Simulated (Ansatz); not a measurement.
K8F8 (relaxed from a model of 1x4x4 KF rock-salt block, whose bonding it doesn't keep) was relaxed with PBE-D4 (def2-SVP) in Ansatz in these states: charge -1 doublet, neutral singlet. The geometries follow in no particular order.

A:

```xyz
16

K    -1.593   -3.453   -0.745
F    -2.662   -1.599    0.437
K    -1.107   -1.741    2.482
F    -1.061    0.212    3.907
F     0.149   -3.407    0.964
K    -1.444    0.187   -0.686
F     0.576    0.149    0.957
K     0.138    1.889    2.812
K     1.708   -1.888   -0.213
F     2.769   -0.097   -1.721
K     2.011    1.793   -0.345
F     0.495    3.518    0.856
F    -0.278   -1.687   -2.063
K     0.997   -0.023   -3.386
F    -0.045    2.006   -2.141
K    -0.654    4.140   -1.115
```

B:

```xyz
16

K     1.5367   -0.9022   -3.3855
F     1.3796   -2.3887   -1.4698
K     2.9740   -0.9861   -0.0147
F     3.0792   -1.4603    2.3608
F     2.9106    0.6302   -2.0652
K    -0.7103   -1.4188   -0.5407
F     0.7146    0.3734    0.7788
K     0.9732   -0.7130    3.1345
K     0.9643    1.9695   -1.2430
F    -1.2555    2.9728   -0.5646
K    -1.3878    1.6642    1.5656
F    -1.4867   -0.2162    3.2731
F    -0.5781    0.2534   -2.6136
K    -2.6723    1.4009   -1.8220
F    -2.8356   -0.0851    0.2134
K    -3.6059   -1.0941    2.3931
```

Task: Judge from the bond lengths which geometry belongs to which state (an estimate).

Result: A is the neutral singlet (K3–F7 2.954 Å, K3–K9 3.900 Å, K3–K8 3.852 Å); B is the charge -1 doublet (K3–F7 2.754 Å, K3–K9 3.779 Å, K3–K8 3.741 Å).

At PBE-D4/def2-SVP the highest occupied level of the relaxed charge -1 doublet lies above zero (up to 0.52 eV). By energy differences its removal costs 0.61 eV (each at its own geometry, to the charge 0 singlet, at PBE-D4/def2-SVP); self-interaction error and the lack of diffuse functions both raise the level.
